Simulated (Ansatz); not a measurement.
Molecule: hydrogen bromide, HBr, net charge 0, singlet state. 
Geometry from a B3LYP-D3(BJ)/def2-TZVP (Ansatz, a program for electronic structure) optimisation:
```xyz
2

Br     0.0000     0.0000    -0.0396
H      0.0000     0.0000     1.3852
```
Charge 0, spin multiplicity 1.

Wanted: atomisation energy (electronic, to ground-state atoms), in kcal/mol. Valence correlation only, unless marked. UHF or UKS for open shells. No spin-orbit coupling. Frozen are the shells of the preceding noble gas and the d and f shells that filled before the atom's block. Non-relativistic. The coupled-cluster limit lacks core correlation, which all-electron functionals hold. CBS(X,Y): correlation extrapolated as X^-3; Hartree-Fock from the larger set (for Q and 5 zeta extrapolated as (X+1)exp(-9√X)). [CCSD(T)-MP2]/basis is that difference in the basis named.

```tsv
level	program	atomisation energy (kcal/mol)
HF/STO-3G	Ansatz	78.3
HF/aug-cc-pVQZ	Ansatz	65.0
revPBE-D3(BJ)/def2-TZVPD	Ansatz + dftd3	91.2
BHLYP-D3(BJ)/def2-TZVPD	Ansatz + dftd3	89.4
B2PLYP-D3(BJ)/def2-TZVPD	Ansatz + dftd3	90.9
MP2/aug-cc-pVDZ	Ansatz	87.5
MP2/CBS(def2-TZVPPD,def2-QZVPPD)	Ansatz	93.1
SCS-MP2/def2-SVPD	Ansatz	88.0
SCS-MP2/aug-cc-pVTZ	Ansatz	91.4
SCS-MP2/aug-cc-pVQZ	Ansatz	92.7
SCS-MP2/cc-pV5Z	Ansatz	92.9
CCSD/aug-cc-pVDZ	Ansatz	88.0
CCSD/cc-pVTZ	Ansatz	89.7
CCSD/CBS(def2-TZVPP,def2-QZVPP)	Ansatz	92.1
CCSD(T)/def2-TZVPP	Ansatz	91.2
CCSD(T)/def2-TZVPPD	Ansatz	91.6
RI-MP2/CBS(aug-cc-pVTZ,aug-cc-pVQZ)+[CCSD(T)-MP2]/aug-cc-pVDZ	Ansatz	94.6
RI-MP2/CBS(def2-TZVPP,def2-QZVPP)+[CCSD(T)-MP2]/def2-SVP	Ansatz	94.4
RI-MP2/CBS(def2-TZVPP,def2-QZVPP)+[CCSD(T)-MP2]/def2-QZVPP	Ansatz	93.6
CCSD(T)/CBS(def2-TZVPP,def2-QZVPP)	Ansatz	93.5
CCSD(T)/CBS(cc-pVQZ,cc-pV5Z)	Ansatz	93.5
```
